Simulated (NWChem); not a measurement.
BeNH2Br; SMILES [Br][Be][NH2]

```xyz
5

Be     0.0000     0.0000    -1.1287
Br     0.0000     0.0000     0.8368
N      0.0000     0.0000    -2.6219
H      0.0000    -0.8263    -3.2108
H      0.0000     0.8263    -3.2108
```
Atoms are numbered in this order, from 1.

Program: NWChem. Structure relaxed at the PBE0/def2-SVP level. Ions are spin-unrestricted doublets at the neutral geometry; other ion states weren't tried.

For level CAM-B3LYP/def2-SVP:

- vertical ionisation energy, ΔSCF (eV): 9.96
- −ε(HOMO) (eV): 8.79

How do the values read with level PBE/def2-SVP instead?


- vertical ionisation energy, ΔSCF (eV) = 9.49
- −ε(HOMO) (eV) = 5.99
